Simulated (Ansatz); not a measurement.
Stepwise reaction of `C=C[SiH](F)C=C` with hydrogen chloride, as a gas-phase model of exchange steps in deposition or etching. ΔE in kJ/mol; ΔG adds harmonic PBE0-D4 terms to CCSD(T)/CBS, at 1 bar.

Computed with Ansatz on PBE0-D4/def2-TZVP structures; ΔE is electronic, products minus reactants. CCSD(T)/CBS is the MP2 limit (def2-TZVPP, def2-QZVPP) plus CCSD(T) − MP2 in def2-TZVPP, frozen cores. This one scheme is used for every species. DFT in def2-TZVPP. B3LYP here is the variant with VWN-RPA as its local correlation; programs differ in this. Each species was taken in one conformer, which may not be the lowest.

```csv
step,reaction,PBE-D4,B3LYP-D4,ωB97M-V,CCSD(T)/CBS,ΔG(400 K)
1,`C=C[SiH](F)C=C` + HCl → `C=C[SiH](F)Cl` + `C=C`,-98.6,-101.1,-102.5,-100.7,-95.7
```

(1) Give the row of step 2, `C=C[SiH](F)Cl` + HCl → `F[SiH](Cl)Cl` + `C=C`. (Estimate.)

(2) By hand: ΔE of the 2 steps together at CCSD(T)/CBS.

Answers

(1) Ansatz gave: 
```tsv
step	reaction	PBE-D4	B3LYP-D4	ωB97M-V	CCSD(T)/CBS	ΔG(400 K)
2	`C=C[SiH](F)Cl` + HCl → `F[SiH](Cl)Cl` + `C=C`	-86.2	-88.3	-90.1	-88.6	-83.3
```

(2) (-100.7) + (-88.6) = -189.3 kJ/mol, or -94.7 kJ/mol a step.

In ΔE each step is higher than the one before. All are downhill at CCSD(T)/CBS. ΔG lies between -95.7 and -83.3 kJ/mol a step. PBE-D4 differs from CCSD(T)/CBS by 2.1 to 2.4 kJ/mol a step. Only this route is followed, and other bonds may react first. Isolated molecules leave out the surface, adducts and barriers. Largest T1 diagnostic: 0.012.
